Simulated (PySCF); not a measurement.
Level of theory: delta-SCF UKS SCAN, pcX-2 on the ionised atom, pcseg-1 elsewhere, spin-free X2C in PySCF 2.14.0. Geometries: PBE0-D3(BJ)/def2-SVP; isolated species, one conformer each. Values against the vacuum level.

(1) Order these sites by rising C 1s binding energy.
A. C1 in `[CH2:1]=[CH:2][O:3][CH:4]=[CH2:5]`
B. C7 in `[cH:1]1[cH:2][c:3]2[s:4][cH:5][cH:6][c:7]2[o:8]1`
C. C2 in `[CH2:1]=[C:2]([CH3:3])[CH:4]=[O:5]`
D. C4 in `[CH2:1]=[C:2]=[CH:3][CH2:4][OH:5]`
E. C1 in `[CH3:1][CH2:2][CH2:3][O-:4]`
F. C3 in `[CH3:1][CH2:2][CH:3]=[C:4]=[O:5]`

(2) Order these sites by rising O 1s binding energy.
A. Oxygen in `CCC=C=O`
B. Oxygen in `C=C(C)C=O`
C. Oxygen in `C=C=CCO`
D. Oxygen in `CCC[O-]`
E. Oxygen in `c1cc2sccc2o1`

Results:

(1) E (286.23 eV), A (289.99 eV), F (290.76 eV), C (291.23 eV), B (291.63 eV), D (292.33 eV).

The highest is bonded to O, C and 2 H, the lowest to C and 3 H in a species of charge -1; the range is 6.10 eV.

(2) D (528.60 eV), B (537.72 eV), C (538.69 eV), A (539.52 eV), E (539.88 eV).

The highest is bonded to 2 C (aromatic in the SMILES), the lowest to C in a species of charge -1; the range is 11.28 eV.

The basis sets have no added diffuse functions, a weakness for anions.
